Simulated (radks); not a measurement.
The numbers below are computed, except where a source is named.
Spherical quantum dot in the effective-mass picture: electrons in a hard-walled sphere of radius 2.53, with a point charge +1 (a donor) at the centre, all in effective atomic units (hartree* = m*/eps^2 hartree, bohr* = eps/m* bohr), one dielectric constant everywhere. Level of theory: non-relativistic Kohn-Sham, exchange-only LDA, spin-polarised, spherical densities (a radial shooting solver with Libxc functionals). Levels are named by radial order and angular momentum (1s, 1p, 1d, 2s, ...), and open shells are averaged over m. Results are scaled to m* = 0.03 and eps = 12.8, for which hartree* = 4.983 meV and bohr* = 22.58 nm. Each electron was tried in the lowest free levels, single moves between levels near the top were tried too, and the lowest total energy was kept; such a search can miss a lower state. At N = 1 the Hartree and exchange-correlation terms need not cancel, so that row can carry a self-interaction error.

\begin{tabular}{lrrrrrrr}
N & open shells & 2S & E (meV) & mu = E(N) - E(N-1) (meV) & addition energy mu(N+1) - mu(N) (meV) & e(HOMO) (meV) & rms radius (nm) \\ \hline
1 & 1s(up 1, down 0) & 1 & -1.38993 & -1.3899 & 4.140 & 0.15216 & 25.78 \\
2 & none & 0 & 1.36061 & 2.7505 & 7.502 & 4.0992 & 27.53 \\
3 & 1p(up 1, down 0) & 1 & 11.6129 & 10.252 & 2.510 & 11.484 & 30.68 \\
4 & 1p(up 2, down 0) & 2 & 24.3755 & 12.763 & 2.594 & 14.053 & 32.30 \\
5 & 1p(up 3, down 0) & 3 & 39.7321 & 15.357 & 3.566 & 16.664 & 33.36 \\
6 & 1p(up 3, down 1) & 2 & 58.6549 & 18.923 & 2.407 & 20.102 & 34.18 \\
7 & 1p(up 3, down 2) & 1 & 79.9852 & 21.330 & 2.498 & 22.571 & 34.82 \\
8 & none & 0 & 103.813 & 23.828 & 7.038 & 25.090 & 35.34 \\
9 & 1d(up 1, down 0) & 1 & 134.679 & 30.866 & 2.409 & 32.066 & 36.01 \\
10 & 1d(up 2, down 0) & 2 & 167.954 & 33.275 & 2.428 & 34.486 & 36.56 \\
11 & 1d(up 3, down 0) & 3 & 203.656 & 35.702 & 2.438 & 36.920 & 37.02 \\
12 & 1d(up 4, down 0) & 4 & 241.797 & 38.141 & 2.444 & 39.362 & 37.42 \\
13 & 1d(up 5, down 0) & 5 & 282.382 & 40.585 & 3.289 & 41.808 & 37.77 \\
14 & 1d(up 5, down 1) & 4 & 326.256 & 43.874 & 2.361 & 45.050 & 38.08 \\
15 & 1d(up 5, down 2) & 3 & 372.491 & 46.235 & 2.381 & 47.423 & 38.37 \\
16 & 1d(up 5, down 3) & 2 & 421.106 & 48.616 & 2.393 & 49.811 & 38.62 \\
17 & 1d(up 5, down 4) & 1 & 472.115 & 51.009 & 2.401 & 52.209 & 38.86 \\
18 & none & 0 & 525.526 & 53.410 & 5.232 & 54.613 & 39.07 \\
19 & 2s(up 1, down 0) & 1 & 584.168 & 58.642 & 3.993 & 60.232 & 38.94 \\
20 & none & 0 & 646.803 & 62.635 & 3.456 & 64.223 & 38.78 \\
21 & 1f(up 1, down 0) & 1 & 712.895 & 66.091 & 2.344 & 67.263 & 39.03 \\
22 & 1f(up 2, down 0) & 2 & 781.330 & 68.436 & 2.349 & 69.609 & 39.26 \\
23 & 1f(up 3, down 0) & 3 & 852.115 & 70.784 & 2.352 & 71.960 & 39.48 \\
24 & 1f(up 4, down 0) & 4 & 925.251 & 73.136 & 2.305 & 74.411 & 39.67 \\
25 & 2s(up 1, down 0) 1f(up 6, down 0) & 7 & 1000.69 & 75.441 & 2.231 & 76.492 & 40.19 \\
26 & 2s(up 1, down 0) 1f(up 7, down 0) & 8 & 1078.36 & 77.672 & 2.751 & 78.852 & 40.35 \\
27 & 1f(up 7, down 0) & 7 & 1158.79 & 80.423 & 2.881 & 82.009 & 40.20 \\
28 & 1f(up 7, down 1) & 6 & 1242.09 & 83.304 & 2.317 & 84.490 & 40.35 \\
29 & 1f(up 7, down 2) & 5 & 1327.71 & 85.621 & 2.247 & 86.972 & 40.50 \\
30 & 2s(up 1, down 0) 1f(up 7, down 4) & 4 & 1415.58 & 87.868 & 2.250 & 88.952 & 40.93 \\
31 & 2s(up 1, down 0) 1f(up 7, down 5) & 3 & 1505.70 & 90.117 & 2.331 & 91.283 & 41.05 \\
32 & 2s(up 1, down 0) 1f(up 7, down 6) & 2 & 1598.15 & 92.449 & - & 93.615 & 41.17 \\
\end{tabular}

All shells are closed at N = 2, 8, 18, 20 (there: 1s2 1p6 1d10 2s2); the second difference of the energy has clear peaks (12 % above both neighbours; the first and last values, which can be the largest, are not judged, and half-filled shells can peak too) at N = 2, 5, 8, 13, 18.
